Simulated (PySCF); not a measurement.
Al(CF3)(Cl)2 (CAlCl₂F₃), SMILES F[C](F)(F)[Al]([Cl])[Cl]. Atoms are numbered in the order given.

```xyz
7

Al    -0.0789     0.1333     0.5422
C      0.1465    -0.3414    -1.3978
F     -0.7087     0.3046    -2.2021
F     -0.0215    -1.6552    -1.6189
F      1.3894    -0.0297    -1.8140
Cl    -1.1585     1.8252     1.0854
Cl     0.8181    -1.0759     1.9765
```

Geometry optimised at PBE0-D3(BJ)/def2-SVP. The structure was generated by enumeration; whether it is a known compound was not checked.

These are PySCF with KT2/pcSseg-1 values and carry that method's errors.

GIAO shieldings, no solvent; atoms alike by connectivity are averaged. δ = σ(ref) − σ: ¹³C against TMS (σ = 185.1 ppm); ¹⁹F against CFCl3 (σ = 127.1 ppm); ³⁵Cl against HCl (σ = 945.4 ppm), references at their B3LYP-D3(BJ)/def2-TZVP geometries, non-relativistic (without spin–orbit terms, shifts of atoms bonded to Cl or Br come out too high).

```json
[
 {"nucleus": "¹³C", "atoms": "C2", "count": "1", "δ (ppm)": "134.8"},
 {"nucleus": "¹⁹F", "atoms": "F3, F4, F5", "count": "3", "δ (ppm)": "-87.3"},
 {"nucleus": "³⁵Cl", "atoms": "Cl6, Cl7", "count": "2", "δ (ppm)": "65.3"}
]
```
